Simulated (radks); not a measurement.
The numbers below are computed, except where a source is named.
Trend from Mg4+ to Ar4+: ionisation energy by Delta-SCF between NIST ground configurations, and size. Code: a radial shooting solver on a logarithmic mesh with Libxc functionals. Model: scalar-relativistic Kohn-Sham, r2SCAN, spin-unpolarised, spherical densities, finite nucleus; meta-GGA in the generalised Kohn-Sham scheme; Fermi nuclear charge, rms radius of each element as measured or else 0.836 A^(1/3) + 0.57 fm.

[
 {"species": "Mg4+", "configuration": "[He] 2s2 2p4", "IE (eV)": "147.19", "NIST (eV)": "141.33", "kind": "semi-emp.", "r at 0.001 e/bohr^3 (bohr)": "1.88"},
 {"species": "Al4+", "configuration": "[He] 2s2 2p5", "IE (eV)": "158.52", "NIST (eV)": "153.83", "kind": "semi-emp.", "r at 0.001 e/bohr^3 (bohr)": "1.83"},
 {"species": "Si4+", "configuration": "[Ne]", "IE (eV)": "169.85", "NIST (eV)": "166.77", "kind": "exp.", "r at 0.001 e/bohr^3 (bohr)": "1.78"},
 {"species": "P4+", "configuration": "[Ne] 3s1", "IE (eV)": "63.698", "NIST (eV)": "65.025", "kind": "exp.", "r at 0.001 e/bohr^3 (bohr)": "2.77"},
 {"species": "S4+", "configuration": "[Ne] 3s2", "IE (eV)": "73.231", "NIST (eV)": "72.595", "kind": "exp.", "r at 0.001 e/bohr^3 (bohr)": "2.80"},
 {"species": "Cl4+", "configuration": "[Ne] 3s2 3p1", "IE (eV)": "66.732", "NIST (eV)": "67.7", "kind": "semi-emp.", "r at 0.001 e/bohr^3 (bohr)": "2.82"},
 {"species": "Ar4+", "configuration": "[Ne] 3s2 3p2", "IE (eV)": "73.560", "NIST (eV)": "74.8", "kind": "semi-emp.", "r at 0.001 e/bohr^3 (bohr)": "2.78"}
]

Reference values: NIST Atomic Spectra Database (exp. = measured, semi-emp. = semi-empirical, theory = theoretical value adopted there). Spin polarisation and multiplet splitting are left out, so open shells lie too high by an amount that depends on their filling.

Beside tabulated values, note that spin-unpolarised runs miss the spin-polarisation part of the exchange energy of open shells.
